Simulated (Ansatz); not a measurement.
Relaxation of CH6BInO2 (11 atoms, charge 0, multiplicity 1), to a largest force component of 0.015 eV/Å in at most 40 steps.

Level of theory: RKS B3LYP-D4/def2-SVP (Ansatz).

```xyz
11
Properties=species:S:1:pos:R:3:forces:R:3
B -0.286 2.331 0.882 0.39 -0.84 -0.79
In 0.442 0.801 -0.618 -0.65 0.05 1.09
O 1.445 1.056 -2.276 0.45 0.53 -0.67
O 0.168 -1.189 -0.496 0.09 -0.09 -0.17
C -0.474 -1.977 0.469 0.39 0.56 -0.54
H -1.308 2.859 0.708 -0.89 0.53 -0.11
H 0.347 2.531 1.837 0.52 0.26 0.85
H 1.606 0.208 -2.692 0.15 -0.44 -0.32
H -1.337 -2.482 0.020 -0.35 -0.28 -0.01
H 0.223 -2.740 0.835 0.11 -0.35 0.24
H -0.827 -1.397 1.330 -0.20 0.07 0.40
```

Task: Where does it end, and by what steps?

Result: The forces met the threshold. After 5 steps the energy has fallen by 0.097 eV; H8 moved furthest, 0.08 Å.

```csv
step,energy less start (eV),largest force component (eV/Å),accepted
0,0.0000,1.093,yes
1,-0.0835,0.321,yes
2,-0.0899,0.232,yes
3,-0.0969,0.052,yes
4,-0.0972,0.020,yes
5,-0.0974,0.014,yes
```

```xyz
11
Properties=species:S:1:pos:R:3
B -0.283 2.322 0.875
In 0.417 0.758 -0.589
O 1.447 1.100 -2.278
O 0.188 -1.247 -0.521
C -0.470 -1.994 0.460
H -1.323 2.899 0.696
H 0.378 2.588 1.844
H 1.639 0.265 -2.730
H -1.362 -2.508 0.045
H 0.194 -2.783 0.866
H -0.825 -1.402 1.332
```

The run took 19 s on 2 threads of Intel(R) Xeon(R) Platinum 8488C (Sapphire Rapids) (shared host), peak memory 0.28 GiB.
